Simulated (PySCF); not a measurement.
Simulated absorption spectrum

Compound: C₄H₉ClSSi.
SMILES with atom numbers: `[CH3:1][S:2][Si:3]1([Cl:4])[CH2:5][CH2:6][CH2:7]1` (hydrogens: H8, H9, H10 on C1; H11, H12 on C5; H13, H14 on C6; H15, H16 on C7)

Level of theory: PySCF 2.14.0, density-fitted response routines, TDDFT B3LYP/def2-SVPD, vertical, gas phase, core orbitals frozen in the response. The structure is a single GFN2-xTB conformer in the gas phase; no vibrational or solvent corrections. Torsions of this conformer, `[CH3:1][S:2][Si:3]1([Cl:4])[CH2:5][CH2:6][CH2:7]1`: C1–S2–Si3–Cl4 37°.

Computed states:

```
state  E (eV)       f
   S1    5.15  0.0066
   S2    6.14   0.037
   S3    6.27  0.0098
   S4    6.40  0.0016
   S5    6.55  0.0075
   S6    6.60   0.097
   S7    6.75   0.015
   S8    6.89  0.0021
```

Broadening: Gaussians 0.25 eV wide at half height, area fixed by f = 4.319×10⁻⁹ ∫ε dν̃. The width is an assumption, not a result. The curve ends short of the highest state used, and states not computed would add to its high-energy end.

Q: Give the broadened spectrum and its maxima.

A: 
(E (eV), ε (L mol⁻¹ cm⁻¹)): (4.77, 1), (4.80, 3), (4.83, 8), (4.86, 18), (4.88, 29), (4.91, 57), (4.94, 104), (4.97, 174), (4.99, 234), (5.02, 343), (5.05, 465), (5.08, 580), (5.10, 644), (5.13, 704), (5.16, 711), (5.19, 663), (5.21, 605), (5.24, 494), (5.27, 372), (5.30, 259), (5.32, 194), (5.35, 118), (5.38, 66), (5.41, 35), (5.43, 21), (5.46, 10), (5.49, 4), (5.52, 2), (5.54, 1), (5.57, 0), (5.60, 0), (5.63, 0), (5.65, 0), (5.68, 0), (5.71, 1), (5.74, 4), (5.77, 10), (5.79, 19), (5.82, 47), (5.85, 106), (5.88, 218), (5.90, 338), (5.93, 613), (5.96, 1025), (5.99, 1588), (6.01, 2036), (6.04, 2774), (6.07, 3506), (6.10, 4118), (6.12, 4405), (6.15, 4604), (6.18, 4508), (6.21, 4160), (6.23, 3830), (6.26, 3272), (6.29, 2743)

Maxima: 241 nm (5.15 eV), ε about 720, made up of S1 (100%); 201 nm (6.15 eV), ε about 4600, made up of S2 (86%) and S3 (13%) (ε in L mol⁻¹ cm⁻¹; maxima over ε = 5, shares over 10%).

Q: On this curve, what absorbance would a 10⁻⁵ mol/L sample give at 254 nm over a 1 cm path?

A: 254 nm is 4.881 eV, where ε is about 30 L mol⁻¹ cm⁻¹, so A = ε c l ≈ 0.0003 (Beer–Lambert, with the gas-phase spectrum and the assumed width).

Q: What would ε be at 6.15 eV, the highest of these maxima, with half the width (0.125 eV)?

A: About 8020 L mol⁻¹ cm⁻¹ against 4610, a factor of about 1.7; a lone state at its own centre would give exactly 2.

Q: Coming from long wavelengths, where does ε first pass 100 L mol⁻¹ cm⁻¹?

A: At about 251 nm (4.94 eV), 0.21 eV below S1.
